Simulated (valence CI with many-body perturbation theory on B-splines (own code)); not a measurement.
# Questions on Ru30+

Computed by configuration interaction combined with many-body perturbation theory (CI+MBPT): four valence electrons over a frozen Dirac-Fock core [Ne], a basis of 9 s, 9 p, 8 d, 6 f, 3 g, 1 h functions for each j, with the one-electron correlation potential Σ1 (screened to all orders), the two-electron term Σ2, the three-electron term Σ3, Breit, model QED; selected single and double excitations, second order for the rest, scaled by the run's own slope (own B-spline code, finite nucleus).

No measured spectrum was set against this ion. As an estimate, large intervals hold to a few tenths of a per cent, small ones and those within an open d or f shell to about a per cent.

Levels are named by their leading jj configuration (3d3/2^4 stands for four electrons in 3d with j = 3/2), which in mixed levels can hold well under half, so a name can repeat and another be missing.

Rates and lifetimes use the calculated energies. Strong lines usually hold to 10 to 20 %, long lifetimes can be off by a factor of two.

Problem. What is the ground level?

Solution. (3s^2 3p1/2^2) J=0, composition 77 % 3s2.3p2 3P + 21 % 3s2.3p2 1S.

Problem. Among levels below 230.53 eV, which E1 lines absorb most strongly from the ground level?

Solution. to (3s^2 3p1/2 3d3/2) J=1 at 7.687 nm, f = 0.325; to (3s 3p1/2 3p3/2^2) J=1 at 7.984 nm, f = 0.312; to (3s 3p1/2^2 3p3/2) J=1 at 10.89 nm, f = 0.126.

Problem. What are the static dipole polarisabilities of the lowest levels?

Solution. (3s^2 3p1/2^2) J=0 0.0306; (3s^2 3p1/2 3p3/2) J=1 0.0329 (tensor 0.0015); (3s^2 3p1/2 3p3/2) J=2 0.0327 (tensor 0.0019) bohr³, of which the core gives 0.000479.

Problem. Name the longest-lived excited levels whose lifetime is computed, and their main decay.

Solution. (3s^2 3p1/2 3p3/2) J=2 at 30.46 eV lives 1.73 ms, mostly by M1 to (3s^2 3p1/2 3p3/2) J=1; (3s^2 3p3/2 3d5/2) J=4 at 176.65 eV lives 8.78 μs, mostly by M1 to (3s^2 3p1/2 3d5/2) J=3; (3s^2 3p1/2 3p3/2) J=1 at 25.73 eV lives 7.96 μs, mostly by M1 to (3s^2 3p1/2^2) J=0.

Problem. Where does the other parity begin?

Solution. At (3s 3p1/2^2 3p3/2) J=2, 98.09 eV.

Problem. What is the ionisation energy?

Solution. 1741.4 eV; NIST lists 1743 ± 4 eV (semi-empirical).

Problem. How well does LS coupling describe the low levels?

Solution. Among the lowest 20 levels the leading LS term, summed over configurations, holds 64 % on average. For single configurations the figures are 59 % in LS and 76 % in jj coupling. Terms mix most in the J = 1 level at 181.37 eV, where the leading one holds 29 %.
